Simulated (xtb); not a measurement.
Ca, charge -1, doublet (GFN-xTB shapes and energies of metal compounds can be far from the true ones) (a state made from the parent by changing its charge; the spin is typed, not shown lowest); GFN1-xTB run with xtb.

The xtb input:
```
$ xtb mol.xyz --gfn 1 --chrg -1 --uhf 1 --json

# file mol.xyz
1

Ca     0.00000000     0.00000000     0.00000000
```

Problem. Predict the main parts of the log of this xtb run.

Solution. 
```
   ID    Z sym.   atoms
    1   20 Ca     1

           -------------------------------------------------
          |                Calculation Setup                |
           -------------------------------------------------

           -------------------------------------------------
          |                 G F N 1 - x T B                 |
           -------------------------------------------------

          ...................................................
          :                      SETUP                      :
          :.................................................:
          :  # basis functions                  10          :
          :  # atomic orbitals                   9          :
          :  # shells                            3          :
          :  # electrons                         3          :
          :  # halogen bonds                     0          :
          :  max. iterations                   250          :
          :  Hamiltonian                  GFN1-xTB          :
          :  restarted?                      false          :
          :  GBSA solvation                  false          :
          :  PC potential                    false          :
          :  electronic temp.          300.0000000     K    :
          :  accuracy                    1.0000000          :
          :  -> integral cutoff          0.2500000E+02      :
          :  -> integral neglect         0.1000000E-07      :
          :  -> SCF convergence          0.1000000E-05 Eh   :
          :  -> wf. convergence          0.2000000E-04 e    :
          :  Broyden damping             0.4000000          :
          :  net charge                         -1          :
          :  unpaired electrons                  1          :
          ...................................................

 iter      E             dE          RMSdq      gap      omega  full diag
   1     -0.6601217 -0.660122E+00  0.141E+01    0.00       0.0  T
   2     -0.6601217  0.000000E+00  0.113E+01    0.00       0.0  T
   3     -0.6601217  0.000000E+00  0.871E+00    0.00       0.0  T
   4     -0.6601217  0.000000E+00  0.697E+00    0.00       0.0  T
   5     -0.6601217  0.000000E+00  0.558E+00    0.00       0.0  T
   6     -0.6601217  0.000000E+00  0.446E+00    0.00       0.0  T
   7     -0.6601217  0.000000E+00  0.357E+00    0.00       0.0  T
   8     -0.6601217  0.000000E+00  0.285E+00    0.00       0.0  T
[...]
         :: total energy              -0.660121741938 Eh    ::
[...]
         :: dispersion energy          0.000000000000 Eh    ::
         :: halogen bond corr.         0.000000000000 Eh    ::
         :: add. restraining           0.000000000000 Eh    ::
         :: total charge              -1.000000000164 e     ::
         :::::::::::::::::::::::::::::::::::::::::::::::::::::

           -------------------------------------------------
          |                Property Printout                |
           -------------------------------------------------

    * Orbital Energies and Occupations

         #    Occupation            Energy/Eh            Energy/eV
      -------------------------------------------------------------
         1        2.0000           -0.2707388              -7.3672
         2        0.2000           -0.0786565              -2.1404 (HOMO)
         3        0.2000           -0.0786565              -2.1404 (LUMO)
         4        0.2000           -0.0786565              -2.1404
         5        0.2000           -0.0786565              -2.1404
         6        0.2000           -0.0786565              -2.1404
         7                         -0.0209592              -0.5703
         8                         -0.0209592              -0.5703
         9                         -0.0209592              -0.5703
      -------------------------------------------------------------
                  HL-Gap            0.0000000 Eh            0.0000 eV
             Fermi-level           -0.1273356 Eh           -3.4650 eV

  Mulliken/CM5 charges         n(s)   n(p)   n(d)
     1Ca   -1.00000 -1.00000   2.000  0.000  1.000

Wiberg/Mayer (AO) data.
largest (>0.10) Wiberg bond orders for each atom

 ---------------------------------------------------------------------------
     #   Z sym  total        # sym  WBO       # sym  WBO       # sym  WBO
 ---------------------------------------------------------------------------
     1  20 Ca   0.000
 ---------------------------------------------------------------------------

 dipole moment from electron density (au)
     X       Y       Z
   0.0000   0.0000   0.0000  total (Debye):    0.000

           -------------------------------------------------
          | TOTAL ENERGY               -0.660121741938 Eh   |
          | GRADIENT NORM               0.000000000000 Eh/α |
          | HOMO-LUMO GAP               0.000000000000 eV   |
           -------------------------------------------------

normal termination of xtb
```
